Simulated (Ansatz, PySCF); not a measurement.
System: AlBr, net charge 0, singlet state. SMILES: [Al][Br]
Geometry: optimised at B3LYP-D3(BJ)/def2-TZVP (Ansatz, a program for electronic structure).

Wanted: vertical ionisation energy (to the doublet state of charge +1; each state is the SCF solution reached for its spin), in eV. Cores are frozen in the correlated levels unless marked. UHF or UKS for open shells. Spin-orbit coupling is left out. Frozen are the shells of the preceding noble gas and the d and f shells that filled before the atom's block. No relativistic terms. CBS(X,Y): correlation extrapolated as X^-3; Hartree-Fock from the larger set.

```
level                                 program  vertical ionisation energy (eV)  minus last row
------------------------------------  -------  -------------------------------  --------------
SVWN5/def2-TZVPD                       Ansatz                             9.23           -0.02
PBE/def2-TZVPD                         Ansatz                             9.03           -0.22
r2SCAN/def2-TZVPD                      Ansatz                             8.96           -0.29
B3LYP/def2-TZVPD                       Ansatz                             9.18           -0.07
PBE0/def2-TZVPD                        Ansatz                             9.09           -0.16
BHLYP/def2-TZVPD                       Ansatz                             9.10           -0.15
CAM-B3LYP/def2-TZVPD                   Ansatz                             9.23           -0.02
wB97M-V/def2-TZVPD                     Ansatz                             9.22           -0.03
wB97X-V/def2-TZVPD                     Ansatz                             9.19           -0.06
CCSD/def2-SVPD                         Ansatz                             9.09           -0.16
CCSD/def2-TZVPPD                       Ansatz                             9.14           -0.11
CCSD/def2-QZVPPD                       Ansatz                             9.19           -0.06
CCSD/CBS(def2-TZVPPD,def2-QZVPPD)      Ansatz                             9.23           -0.02
CCSD(T)/def2-SVPD                      Ansatz                             9.08           -0.17
CCSD(T)/def2-TZVPPD                    Ansatz                             9.15           -0.10
CCSD(T)/def2-QZVPPD                    Ansatz                             9.20           -0.05
CCSD(T)/CBS(def2-TZVPPD,def2-QZVPPD)   Ansatz                             9.25            0.00
```

For comparison, minus the highest occupied orbital energy (PySCF): 6.16 eV at SVWN5/def2-TZVPD, 6.13 eV at TPSS/def2-TZVPD, 6.49 eV at TPSSh/def2-TZVPD.
